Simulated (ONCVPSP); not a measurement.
# An all-electron radial function and its pseudo partner (copper (Cu))

Columns: radius, all-electron u(r) and pseudo u(r) of the 3d shell (level -5.04 eV) of copper in the configuration [Ne] 3s2 3p6 3d10 4s1; PBE, scalar-relativistic, ONCV scheme, ONCVPSP 4.0.1.

```csv
r (bohr),all-electron,pseudo
0.057,0.0279,0.0067
0.115,0.1391,0.0494
0.172,0.3002,0.1440
0.230,0.4742,0.2914
0.288,0.6309,0.4787
0.345,0.7561,0.6816
0.402,0.8501,0.8682
0.460,0.9155,0.9975
0.518,0.9538,1.0418
0.575,0.9702,1.0233
0.632,0.9702,0.9870
0.690,0.9578,0.9592
0.747,0.9368,0.9367
0.805,0.9095,0.9094
0.862,0.8789,0.8788
0.920,0.8455,0.8454
0.977,0.8117,0.8115
1.035,0.7770,0.7769
1.092,0.7432,0.7431
1.150,0.7096,0.7095
1.208,0.6771,0.6770
1.265,0.6463,0.6462
1.322,0.6167,0.6166
1.380,0.5880,0.5879
1.438,0.5606,0.5605
1.495,0.5349,0.5349
```

Problem. How many radial nodes do the two functions have?

Solution. The all-electron 3d function has n − l − 1 = 0; the pseudo-wave has 0.

Problem. At about which radius was the pseudo-wave matched?

Solution. 0.75 bohr, where the columns begin to agree (steps of 0.06 bohr).

Problem. Is the pseudo-wave norm-conserving?

Solution. Yes: the ONCV scheme keeps the norm inside the radius equal to the all-electron one, which fixes the energy derivative of the logarithmic derivative at the level.
